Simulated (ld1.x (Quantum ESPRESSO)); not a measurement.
Reading a pseudo-wave (B (Z = 5))

Columns: radius, all-electron u(r) and pseudo u(r) of the 2s shell (level -19.38 eV) of boron in the configuration [He] 2s2 2p0; PBEsol, scalar-relativistic, ultrasoft scheme, ld1.x (Quantum ESPRESSO) 7.5.

```json
{"r (bohr)": "0.152", "all-electron": "0.3334", "pseudo": "-0.1378"}
{"r (bohr)": "0.305", "all-electron": "0.2312", "pseudo": "-0.2714"}
{"r (bohr)": "0.458", "all-electron": "0.0029", "pseudo": "-0.3952"}
{"r (bohr)": "0.610", "all-electron": "-0.2304", "pseudo": "-0.5045"}
{"r (bohr)": "0.762", "all-electron": "-0.4278", "pseudo": "-0.5973"}
{"r (bohr)": "0.915", "all-electron": "-0.5800", "pseudo": "-0.6721"}
{"r (bohr)": "1.068", "all-electron": "-0.6854", "pseudo": "-0.7274"}
{"r (bohr)": "1.220", "all-electron": "-0.7482", "pseudo": "-0.7629"}
{"r (bohr)": "1.372", "all-electron": "-0.7765", "pseudo": "-0.7795"}
{"r (bohr)": "1.525", "all-electron": "-0.7774", "pseudo": "-0.7775"}
{"r (bohr)": "1.678", "all-electron": "-0.7576", "pseudo": "-0.7576"}
{"r (bohr)": "1.830", "all-electron": "-0.7233", "pseudo": "-0.7233"}
{"r (bohr)": "1.982", "all-electron": "-0.6793", "pseudo": "-0.6793"}
{"r (bohr)": "2.135", "all-electron": "-0.6292", "pseudo": "-0.6292"}
{"r (bohr)": "2.288", "all-electron": "-0.5763", "pseudo": "-0.5763"}
{"r (bohr)": "2.440", "all-electron": "-0.5234", "pseudo": "-0.5234"}
{"r (bohr)": "2.592", "all-electron": "-0.4717", "pseudo": "-0.4717"}
{"r (bohr)": "2.745", "all-electron": "-0.4220", "pseudo": "-0.4220"}
{"r (bohr)": "2.898", "all-electron": "-0.3756", "pseudo": "-0.3756"}
{"r (bohr)": "3.050", "all-electron": "-0.3330", "pseudo": "-0.3330"}
{"r (bohr)": "3.202", "all-electron": "-0.2940", "pseudo": "-0.2940"}
{"r (bohr)": "3.355", "all-electron": "-0.2586", "pseudo": "-0.2586"}
{"r (bohr)": "3.508", "all-electron": "-0.2267", "pseudo": "-0.2267"}
{"r (bohr)": "3.660", "all-electron": "-0.1984", "pseudo": "-0.1984"}
{"r (bohr)": "3.812", "all-electron": "-0.1731", "pseudo": "-0.1731"}
{"r (bohr)": "3.965", "all-electron": "-0.1506", "pseudo": "-0.1506"}
```

Question: How many radial nodes do the two functions have?

Answer: The all-electron 2s function has n − l − 1 = 1; the pseudo-wave has 0, since the states of the same l below it are removed with the core.

Question: At about which radius was the pseudo-wave matched?

Answer: 1.60 bohr, where the columns begin to agree (steps of 0.15 bohr).

Question: Where does each function peak?

Answer: Outermost all-electron maximum near 1.52 bohr, pseudo maximum near 1.37 bohr (to the table’s step).

Question: Is the pseudo-wave norm-conserving?

Answer: No, it belongs to an ultrasoft set: the norm inside the radius is not constrained, and the difference is carried by the augmentation charge.
